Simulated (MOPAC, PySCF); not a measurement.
O₂Se, SMILES `O=[Se]=O`, neutral singlet in the gas phase. 

Cartesian coordinates (Å):
SMILES: O=[Se]=O
```xyz
3

O     -1.3663    -0.2045     0.0000
Se     0.0385     0.5859     0.0000
O      1.3278    -0.3814     0.0000
```
Charge 0, multiplicity 1.

All levels are single points at this geometry (B3LYP-D3(BJ)/def2-TZVP); Pople sets use spherical d functions. Orbital energies aren't observables, and empty levels follow the basis.

```json
[
 {"level": "B3LYP-D3(BJ)/def2-TZVP in PySCF", "HOMO (eV)": "-8.91", "LUMO (eV)": "-4.37", "gap (eV)": "4.54", "dipole (D)": "2.87", "vertical IE, Delta-SCF (eV)": "11.77"},
 {"level": "PBE-D3(BJ)/def2-TZVP in PySCF", "HOMO (eV)": "-7.57", "LUMO (eV)": "-4.88", "gap (eV)": "2.69", "dipole (D)": "2.61", "vertical IE, Delta-SCF (eV)": "11.47"},
 {"level": "B3LYP/3-21G in PySCF", "HOMO (eV)": "-7.67", "LUMO (eV)": "-3.47", "gap (eV)": "4.20", "dipole (D)": "2.84", "vertical IE, Delta-SCF (eV)": "–"},
 {"level": "B3LYP/6-311+G** (LANL2DZ on Se) in PySCF", "HOMO (eV)": "-8.98", "LUMO (eV)": "-4.71", "gap (eV)": "4.27", "dipole (D)": "3.32", "vertical IE, Delta-SCF (eV)": "–"},
 {"level": "BP86/6-31G* in PySCF", "HOMO (eV)": "-7.41", "LUMO (eV)": "-4.68", "gap (eV)": "2.73", "dipole (D)": "2.48", "vertical IE, Delta-SCF (eV)": "–"},
 {"level": "M06-2X/6-31G* in PySCF", "HOMO (eV)": "-10.44", "LUMO (eV)": "-2.92", "gap (eV)": "7.52", "dipole (D)": "2.94", "vertical IE, Delta-SCF (eV)": "–"},
 {"level": "PBE/6-31G* in PySCF", "HOMO (eV)": "-7.29", "LUMO (eV)": "-4.56", "gap (eV)": "2.72", "dipole (D)": "2.45", "vertical IE, Delta-SCF (eV)": "11.34"},
 {"level": "SVWN5/6-31G* in PySCF", "HOMO (eV)": "-7.48", "LUMO (eV)": "-4.78", "gap (eV)": "2.70", "dipole (D)": "2.48", "vertical IE, Delta-SCF (eV)": "11.61"},
 {"level": "HF/3-21G in PySCF", "HOMO (eV)": "-11.60", "LUMO (eV)": "-0.45", "gap (eV)": "11.16", "dipole (D)": "3.75", "vertical IE, Delta-SCF (eV)": "–"},
 {"level": "HF/6-31G* in PySCF", "HOMO (eV)": "-12.70", "LUMO (eV)": "-0.63", "gap (eV)": "12.07", "dipole (D)": "3.48", "vertical IE, Delta-SCF (eV)": "–"},
 {"level": "HF/STO-3G in PySCF", "HOMO (eV)": "-7.02", "LUMO (eV)": "3.25", "gap (eV)": "10.28", "dipole (D)": "1.77", "vertical IE, Delta-SCF (eV)": "–"},
 {"level": "PM6 in MOPAC", "HOMO (eV)": "-10.05", "LUMO (eV)": "-2.36", "gap (eV)": "7.69", "dipole (D)": "3.87", "vertical IE, Delta-SCF (eV)": "–"},
 {"level": "PM7 in MOPAC", "HOMO (eV)": "-8.98", "LUMO (eV)": "-1.46", "gap (eV)": "7.52", "dipole (D)": "4.94", "vertical IE, Delta-SCF (eV)": "–"}
]
```
